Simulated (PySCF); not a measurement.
From one molecule to another.

First species: C5H9ClOSi2.
InChI=1S/C5H9ClOSi2/c1-2-3-9-4(6)8-5(9)7/h2,4,9H,1,3,8H2/t4-,9+/m1/s1

Second species: CH13NOSi4.
Z-matrix (Å and degrees, GFN2-xTB geometry), rows numbered from 1:
```
C 
Si  1  1.8928
O   2  1.6206  1  110.19
Si  3  1.6139  2  158.28  1     7.38
N   2  1.7395  1  111.45  3   119.72
Si  5  1.7407  2  118.00  1    51.24
Si  5  1.7442  2  119.28  1  -124.18
H   1  1.0871  2  111.54  3   -64.99
H   1  1.0850  2  110.91  3   175.02
H   1  1.0859  2  110.97  3    55.13
H   2  1.4660  1  113.26  3  -115.72
H   4  1.4608  3  104.65  2  -166.29
H   4  1.4646  3  108.12  2   -46.97
H   4  1.4633  3  108.84  2    73.26
H   6  1.4682  5  110.34  2   -90.89
H   6  1.4615  5  108.07  2   148.25
H   6  1.4638  5  107.54  2    28.85
H   7  1.4673  5  110.10  2    69.81
H   7  1.4617  5  109.43  2   -52.31
H   7  1.4634  5  106.26  2  -171.55
```

Levels: PBE0/pcSseg-1 for dipole moment, HOMO energy, LUMO energy and HOMO–LUMO gap; GFN2-xTB for rotational constant A and rotational constant C. Geometries: GFN2-xTB. Each structure is a single optimised conformer of the isolated species, non-relativistic unless stated. Electronic properties by PySCF.

The conformers computed, where there is a choice (atom-mapped SMILES and torsion angles):
- `[CH2:1]=[CH:2][CH2:3][Si@@H:4]1[C:5](=[O:6])[SiH2:7][C@H:8]1[Cl:9]`: C1–C2–C3–Si4 106°, C2–C3–Si4–C5 44°
- `[CH3:1][Si@@H:2]([O:3][SiH3:4])[N:5]([SiH3:6])[SiH3:7]`: C1–Si2–O3–Si4 7°, C1–Si2–N5–Si6 51°

```tsv
property	column X	column Y
dipole moment	2.63 D	0.91 D
HOMO energy	-6.26 eV	-7.35 eV
LUMO energy	-2.22 eV	0.11 eV
HOMO–LUMO gap	4.04 eV	7.46 eV
rotational constant A	1.158 GHz	1.812 GHz
rotational constant C	0.646 GHz	0.591 GHz
```

Task: Which column belongs to which species?

Result: Column X is the first species and column Y the second. The first has 18 atoms and 92 electrons, the second 20 and 90.

Task: How does each property change from the first species to the second?

Result: dipole moment -1.72 D; HOMO energy -1.09 eV; LUMO energy +2.33 eV; HOMO–LUMO gap +3.42 eV; rotational constant A +0.654 GHz; rotational constant C -0.055 GHz.

On the first: The dipole matches unit charges of opposite sign 0.55 Å apart (1 e·Å = 4.8032 D).

On the second: In atomic units the dipole is 0.36 e·bohr (1 au = 2.5417 D).
